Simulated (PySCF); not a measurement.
Geometry:
| atom | x (Å) | y (Å) | z (Å) |
| --- | --- | --- | --- |
| C1 | -2.433 | -0.249 | 1.924 |
| C2 | -1.085 | -0.722 | 1.402 |
| C3 | -0.800 | -0.481 | -0.099 |
| C4 | -1.664 | -1.470 | -0.915 |
| C5 | -1.602 | -1.385 | -2.433 |
| C6 | 0.687 | -0.766 | -0.387 |
| C7 | 1.704 | 0.192 | 0.219 |
| O8 | 2.972 | -0.282 | -0.150 |
| C9 | 4.029 | 0.190 | 0.632 |
| C10 | 1.500 | 1.622 | -0.278 |
| S11 | -0.124 | 2.230 | 0.156 |
| O12 | -0.221 | 2.209 | 1.619 |
| O13 | -0.381 | 3.467 | -0.576 |
| C14 | -1.160 | 0.945 | -0.535 |
| H15 | -2.596 | -0.622 | 2.946 |
| H16 | -3.279 | -0.603 | 1.313 |
| H17 | -2.470 | 0.849 | 1.974 |
| H18 | -0.974 | -1.807 | 1.572 |
| H19 | -0.308 | -0.233 | 2.007 |
| H20 | -1.368 | -2.485 | -0.599 |
| H21 | -2.712 | -1.354 | -0.596 |
| H22 | -0.583 | -1.531 | -2.822 |
| H23 | -2.232 | -2.169 | -2.879 |
| H24 | -1.974 | -0.423 | -2.818 |
| H25 | 0.869 | -0.772 | -1.474 |
| H26 | 0.932 | -1.777 | -0.026 |
| H27 | 1.613 | 0.201 | 1.322 |
| H28 | 3.889 | -0.056 | 1.702 |
| H29 | 4.946 | -0.299 | 0.276 |
| H30 | 4.170 | 1.284 | 0.549 |
| H31 | 1.594 | 1.685 | -1.373 |
| H32 | 2.188 | 2.343 | 0.186 |
| H33 | -2.185 | 1.234 | -0.258 |
| H34 | -1.056 | 1.083 | -1.621 |

Geometry: PBE0-D3(BJ)/def2-SVP; GIAO absolute shieldings from PySCF, gas phase, non-relativistic, averaged over equivalent atoms.

At wB97X-D/pcSseg-1 (345 basis functions):
```
      atoms  σ (ppm)
         C7    112.2
        C10    126.3
         C9    128.2
        C14    128.4
         C6    142.1
         C3    149.5
         C4    150.4
         C2    151.9
         C1    174.1
         C5    175.6
        O13    114.3
        O12    123.2
         O8    302.2
        S11    189.0
        H27    27.96
H28/H29/H30    28.05
        H32    28.09
        H33    28.85
        H34    29.16
        H19    29.20
        H31    29.44
        H21    29.88
        H25    29.96
        H26    30.22
H15/H16/H17    30.40
H22/H23/H24    30.53
        H20    30.64
        H18    30.78
```

Question: What do these become at PBE0/pcSseg-1?

Answer: 
```
      atoms  σ at PBE0/pcSseg-1  change
         C7               111.7    -0.5
        C10               126.9    +0.6
         C9               128.5    +0.3
        C14               129.1    +0.7
         C6               142.1    +0.0
         C3               149.2    -0.3
         C4               150.1    -0.3
         C2               151.6    -0.3
         C1               174.4    +0.3
         C5               175.9    +0.3
        O13               108.6    -5.7
        O12               118.4    -4.8
         O8               298.1    -4.1
        S11               194.2    +5.2
        H27               27.82   -0.14
H28/H29/H30               27.92   -0.13
        H32               27.94   -0.15
        H33               28.72   -0.13
        H34               29.00   -0.16
        H19               29.00   -0.20
        H31               29.32   -0.12
        H21               29.71   -0.17
        H25               29.83   -0.13
        H26               30.11   -0.11
H15/H16/H17               30.29   -0.11
H22/H23/H24               30.43   -0.10
        H20               30.50   -0.14
        H18               30.64   -0.14
```

The largest change is at O13 (S=O oxygen). Cost: 345 basis functions. The order of the carbon signals is the same at both levels.
